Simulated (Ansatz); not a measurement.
Basis-set extrapolation for `CBC(N)C#N` (PBE0-D4/def2-TZVP geometry, frozen core, Ansatz 0.2.0). Multiplicity 1, RHF reference.

```json
{"": "HF", "def2-TZVPP": "-251.339787", "def2-QZVPP": "-251.350946"}
{"": "MP2 correlation", "def2-TZVPP": "-0.989876", "def2-QZVPP": "-1.055125"}
{"": "CCSD(T) correlation", "def2-TZVPP": "-1.073752", "def2-QZVPP": "not run"}
```

Energies in hartree. Use E(X) = E(∞) + A·exp(−7.88·√X) for Hartree–Fock and E(X) = E(∞) + B·X^(−2.97) for correlation, with X = 3 and 4, and add CCSD(T) minus MP2 of the smaller set to the MP2 limit.

Q: What is the CCSD(T) energy at the basis-set limit?

A: HF limit: -251.350946 + (-0.011159) × 0.13774 = -251.35248. MP2 limit: -1.055125 + (-0.065249) × 0.74074 = -1.10346. Higher-order term: -1.073752 − (-0.989876) = -0.08388. Total: -252.53982 hartree, 79.2 kcal/mol below CCSD(T)/def2-TZVPP.
